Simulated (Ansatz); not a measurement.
Basis-set series for `[NH2][Ge]([F])([F])[Cl]`. Total charge 0; spin multiplicity 1. The geometry is a stationary point of PBE0-D4/def2-TZVP. It is one conformer, not always the lowest.

| functional | basis | functions | energy (Eh) | HOMO (eV) | LUMO (eV) |
| --- | --- | --- | --- | --- | --- |
| PBE0-D4 | def2-SVP | 102 | -2791.71676 | -8.69 | -0.51 |
| PBE0-D4 | def2-QZVPP | 390 | -2792.53758 | -8.95 | -0.97 |
| ωB97M-V | def2-SVP | 102 | -2792.17326 | -11.08 | 1.59 |
| ωB97M-V | def2-QZVPP | 390 | -2792.99502 | -11.37 | 0.79 |

Problem. Give the rows for def2-TZVPP. (Estimate.)

Solution. Ansatz gave: 
| functional | basis | functions | energy (Eh) | HOMO (eV) | LUMO (eV) |
| --- | --- | --- | --- | --- | --- |
| PBE0-D4 | def2-TZVPP | 211 | -2792.46378 | -8.89 | -0.80 |
| ωB97M-V | def2-TZVPP | 211 | -2792.92426 | -11.31 | 1.13 |

Positive LUMOs are unbound and depend on the basis. Scalar relativity is left out up to krypton.
